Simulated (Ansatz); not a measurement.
Mulliken charges of `[SiH3]SC1=CN1` from ωB97M-V/def2-TZVPP in Ansatz (PBE0-D4/def2-TZVP geometry).

```csv
atom,x (Å),y (Å),z (Å),charge (e)
Si1,-1.298,-1.205,-0.612,0.160
S2,-0.805,0.826,-1.158,-0.095
C3,0.551,0.972,-0.141,0.028
C4,1.674,1.405,0.280,-0.046
N5,1.089,0.246,1.052,-0.372
H6,-0.226,-2.145,-1.011,0.003
H7,-1.576,-1.293,0.839,-0.005
H8,-2.529,-1.460,-1.399,-0.005
H9,2.579,1.981,0.268,0.199
H10,0.623,0.623,1.884,0.134
```

Question: By hand: the dipole of these point charges (1 e Å = 4.8032 D).

Answer: Σ q r = (0.019, 0.085, -0.091) e Å, of length 0.126 e Å = 0.61 D.

Question: How does the dipole of the full density compare? (An estimate is asked.)

Answer: Ansatz gave: (-0.095, 0.131, 0.028) e Å, 0.79 D; the point charges give 0.77 times that, at 71° from its direction.

Point charges leave out the atoms' own dipoles, such as those of lone pairs, and Mulliken's split depends on the basis, so the two needn't agree.
